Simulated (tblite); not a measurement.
C₅H₁₆BNSi₂.
Numbering: `[CH3:1][C:2]#[C:3][CH2:4][CH2:5][B@@H-:6]([SiH3:7])[NH2+:8][SiH3:9]` (hydrogens: H10, H11, H12 on C1; H13, H14 on C4; H15, H16 on C5; H17 on B6; H18, H19, H20 on Si7; H21, H22 on N8; H23, H24, H25 on Si9)
Bond orders are those of one Lewis drawing.

Computed with GFN2-xTB (tblite), gas phase: L-BFGS steps from a force-field or distance-geometry start until the largest atomic force falls under 0.01 eV/Å.

Geometry at step 19:
```
atom  x, y, z in Å
C1      3.7784    0.1586    1.1812
C2      2.8826    0.3447    0.0542
C3      2.1636    0.5348   -0.8861
C4      1.2134    0.6971   -1.9703
C5     -0.0441   -0.1615   -1.7185
B6     -0.9043    0.3389   -0.4042
Si7    -2.7390    0.9650   -0.8093
N8     -0.9974   -0.9396    0.6922
Si9    -1.8356   -0.5436    2.2430
H10     3.5668    0.9070    1.9463
H11     3.6410   -0.8372    1.6089
H12     4.8185    0.2692    0.8687
H13     1.6925    0.4164   -2.9189
H14     0.9385    1.7544   -2.0366
H15     0.3101   -1.1977   -1.6328
H16    -0.6417   -0.1117   -2.6357
H17    -0.2613    1.1450    0.2092
H18    -3.1850    0.9247   -2.2116
H19    -3.7943    0.1906   -0.0727
H20    -3.0738    2.3499   -0.4276
H21    -1.4194   -1.7336    0.2160
H22    -0.0207   -1.1775    0.8442
H23    -0.8417   -0.7559    3.3012
H24    -2.3575    0.8135    2.2406
H25    -2.9006   -1.5485    2.3280
```

**Question.** Give the atomic forces at this geometry.

**Answer.** 
```
atom  Fx (eV/Å)  Fy (eV/Å)  Fz (eV/Å)
  C1     -0.024      0.011     -0.011
  C2      0.076      0.001      0.011
  C3     -0.042     -0.023     -0.037
  C4      0.030     -0.007      0.029
  C5      0.087      0.042     -0.015
  B6      0.086      0.162     -0.112
 Si7     -0.119     -0.032      0.051
  N8      0.010      0.013      0.117
 Si9     -0.091     -0.105      0.013
 H10      0.001     -0.030      0.016
 H11      0.037      0.046     -0.003
 H12     -0.059     -0.030     -0.018
 H13     -0.009     -0.016      0.103
 H14     -0.043     -0.032      0.000
 H15     -0.140     -0.030      0.024
 H16      0.017     -0.084      0.047
 H17     -0.071      0.000      0.067
 H18     -0.017     -0.068     -0.055
 H19      0.069      0.022     -0.105
 H20      0.019      0.033      0.037
 H21      0.012      0.131     -0.047
 H22      0.006      0.028     -0.068
 H23      0.025      0.004     -0.064
 H24      0.091     -0.065      0.006
 H25      0.047      0.030      0.013
```

The largest, 0.21 eV/Å, acts on B6; the rms over all components is 0.058 eV/Å. The forces sum to zero within rounding, as they must for an isolated molecule in no field.

**Question.** Give the force on B6 in Eh/bohr and in nN.

**Answer.** 0.215 eV/Å ÷ 51.422 = 0.00418 Eh/bohr, and 0.215 eV/Å × 1.602 = 0.34 nN.

**Question.** How far is this geometry from the end of the optimisation?

**Answer.** 0.341 eV above it, and 1.151 Å rms away after alignment. The bonds farthest from their final lengths, with half the difference of the two atoms' forces along the bond (positive lengthens):

```
   bond  now (Å)  final (Å)  force along bond (eV/Å)
 N8–Si9    1.807      1.782                    -0.03
Si7–H19    1.502      1.487                    -0.12
  C5–B6    1.649      1.636                    -0.02
Si9–H25    1.467      1.455                    -0.10
 N8–H22    1.017      1.028                    -0.02
Si7–H20    1.475      1.481                    +0.01
```

The angle farthest from its final value is N8–Si9–H24, 111.7° against 105.9°.

Of the 5 listed bonds off by 0.010 Å or more, this force points towards the final length in 4.

The cost below is that of the whole relaxation. The run took 4.0 s of wall time on one thread of an Arm Neoverse N1, on a shared host.
